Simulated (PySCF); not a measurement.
**Spin-rotation constants: SMILES Cn1c(C=C)nc(Cl)c1, C₆H₇ClN₂**

Cartesian coordinates in Å; atom numbers follow the order of the lines, from 1:
```xyz
16

C    -2.183    1.611    0.700
C    -1.548    0.535    0.248
C    -0.111    0.448    0.183
N     0.725    1.401    0.553
C     1.959    0.916    0.330
Cl    3.361    1.820    0.670
C     1.897   -0.355   -0.185
N     0.567   -0.645   -0.276
C     0.013   -1.877   -0.764
H    -1.627    2.467    1.039
H    -3.257    1.660    0.742
H    -2.094   -0.333   -0.096
H     2.667   -1.037   -0.478
H    -0.585   -2.364    0.010
H    -0.618   -1.695   -1.637
H     0.825   -2.542   -1.051
```

Computed with GIAO B97-2/pcSseg-1 magnetisability, rotational g tensor and spin-rotation constants, non-relativistic, gas phase in PySCF. Geometry: GFN2-xTB.

Give the nuclear spin-rotation constants along the inertial axes (H = +C I·J) beside the isotropic shieldings.

Rotational constants 2.3551, 0.9662, 0.6881 GHz. A star marks the isotopologue with that one atom substituted, in its own axes.
| atom | isotope | Caa (kHz) | Cbb (kHz) | Ccc (kHz) | mean (kHz) | σ (ppm) |
| --- | --- | --- | --- | --- | --- | --- |
| N4 | 14N | 0.579 | 0.172 | 0.030 | 0.260 | -27.7 |
| Cl6 | 35Cl | 0.221 | 0.297 | 0.168 | 0.229 | 783.3 |
| N8 | 14N | 0.306 | 0.120 | 0.041 | 0.155 | 87.5 |
| H10 | 1H | 0.031 | -0.006 | -0.072 | -0.016 | 25.0 |
| H11 | 1H | 0.161 | -0.072 | -0.080 | 0.003 | 26.2 |
| H12 | 1H | 0.082 | -0.030 | -0.080 | -0.009 | 25.4 |
| H13 | 1H | -0.136 | 0.056 | -0.082 | -0.054 | 25.4 |
| H14 | 1H | -0.130 | -0.099 | -0.007 | -0.079 | 28.2 |
| H15 | 1H | -0.130 | -0.099 | -0.007 | -0.079 | 28.2 |
| H16 | 1H | -0.183 | 0.015 | -0.075 | -0.081 | 28.3 |
| C1 | 13C* | 1.081 | 0.309 | 0.083 | 0.491 | 63.2 |
| C2 | 13C* | 1.116 | 0.296 | 0.088 | 0.500 | 62.7 |
| C3 | 13C* | 0.923 | 0.398 | 0.140 | 0.487 | 41.4 |
| C5 | 13C* | 1.078 | 0.285 | 0.158 | 0.507 | 46.8 |
| C7 | 13C* | 0.837 | 0.329 | 0.133 | 0.433 | 67.0 |
| C9 | 13C* | 0.374 | 0.153 | 0.117 | 0.215 | 153.2 |

For the geometry as given, no vibrational averaging.
